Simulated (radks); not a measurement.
All-electron atom: the magnesium ion Mg2+ in [He] 2s2 2p5 3s1 (not the ground configuration). Calculated with a radial shooting solver on a logarithmic mesh with Libxc functionals: scalar-relativistic Kohn-Sham, LDA (Slater exchange, Perdew-Wang correlation), spin-polarised, spherical densities, point nucleus; open shells are filled with parallel spins first.

Radial electron density D(r) = 4 pi r^2 rho(r):

```
   r/bohr * D(r) (the largest magnitude, 13.3, reaches the edge; | marks zero)
   0.0155 |         *
  0.01747 |           *
   0.0197 |             *
  0.02221 |                *
  0.02504 |                   *
  0.02824 |                      *
  0.03184 |                          *
   0.0359 |                              *
  0.04015 |                                  *
  0.04527 |                                       *
  0.05104 |                                           *
  0.05755 |                                               *
  0.06489 |                                                  *
  0.07316 |                                                     *
  0.08249 |                                                      *
    0.093 |                                                      *
   0.1049 |                                                    *
   0.1182 |                                                 *
   0.1333 |                                             *
   0.1503 |                                         *
   0.1695 |                                    *
   0.1895 |                                *
   0.2137 |                              *
    0.241 |                             *
   0.2717 |                             *
   0.3063 |                                *
   0.3454 |                                   *
   0.3894 |                                       *
   0.4391 |                                         *
    0.495 |                                          *
   0.5582 |                                        *
   0.6293 |                                     *
   0.7096 |                               *
      0.8 |                         *
   0.8948 |                   *
    1.009 |             *
    1.138 |        *
    1.283 |     *
    1.446 |   *
     1.63 |  *
    1.838 |  *
    2.073 | *
    2.337 | *
    2.635 | *
    2.971 |*
     3.35 |*
    3.747 *
    4.224 *
    4.763 *
     5.37 *
    6.055 *
    6.827 *
```

D(r) has 2 maxima, at r = 0.0872, 0.487 bohr, and minima at 0.243 bohr, inside which lie 2.21 electrons.
